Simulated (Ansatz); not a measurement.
The cluster Li₄F₅⁻. The state is a singlet with charge -1. Geometry B3LYP-D4/def2-SVPD, basis def2-TZVPD, Ansatz.

```xyz
9

Li    1.515    0.719    0.431
Li   -0.252   -0.451    1.653
Li   -1.579   -0.589   -0.398
Li    0.189    0.580   -1.620
F    -1.658   -1.426    1.169
F     1.901    0.928   -1.293
F    -1.215   -0.387   -2.127
F    -0.359    0.733    0.183
F     1.457   -0.108    2.003
```

| run | HOMO (eV) | LUMO (eV) |
| --- | --- | --- |
| A | -4.95 | 2.96 |
| B | -6.94 | 3.03 |
| C | -5.25 | 3.12 |
| D | -3.40 | 3.02 |

The structure comes from a short search, and lower isomers may exist.

Question: The runs used BHLYP, PBE0, r2SCAN, r2SCAN0. Estimate which is which.

Answer: A PBE0 (25 % exact exchange); B BHLYP (50 % exact exchange); C r2SCAN0 (25 % exact exchange); D r2SCAN (0 % exact exchange). Exact exchange lowers occupied and raises empty levels; among semilocal functionals meta-GGAs tend to open the gap a little, and such runs are hard to tell apart. The gap grows from 6.42 eV (r2SCAN) to 9.97 eV (BHLYP).
